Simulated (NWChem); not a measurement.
Species: C₂H₇NOSi; SMILES OC/C=N/[SiH3]

```xyz
12

O      0.4817     2.8317     0.0840
C     -0.4922     1.8417    -0.0842
C      0.0927     0.4577    -0.1904
N     -0.5206    -0.5793     0.1934
Si     0.0843    -2.2179     0.0487
H      0.8702     2.7251     0.9584
H     -1.2727     1.8392     0.6999
H     -1.0038     2.0580    -1.0394
H      1.1081     0.4488    -0.6541
H      0.1255    -2.8241     1.4112
H     -0.8649    -2.9954    -0.7994
H      1.4567    -2.2732    -0.5613
```
Atoms are numbered in this order, from 1.

Computed with NWChem. Pople sets run with spherical d functions. STO-3G and 3-21G are far too small for this property and stand as cheap habits. Structure relaxed at the PBE0/def2-SVP level. Not confirmed as a minimum by frequencies. Field at 589 nm.

```json
[
 {"level": "B3LYP/STO-3G", "isotropic polarisability (bohr³)": "31.1", "anisotropy (bohr³)": "23.6", "relative time": "1"},
 {"level": "B3LYP/6-31G*", "isotropic polarisability (bohr³)": "55.8", "anisotropy (bohr³)": "30.8", "relative time": "5"},
 {"level": "B3LYP/def2-SVP", "isotropic polarisability (bohr³)": "59.8", "anisotropy (bohr³)": "30.8", "relative time": "5"}
]
```

Times are rough ratios from one shared machine.
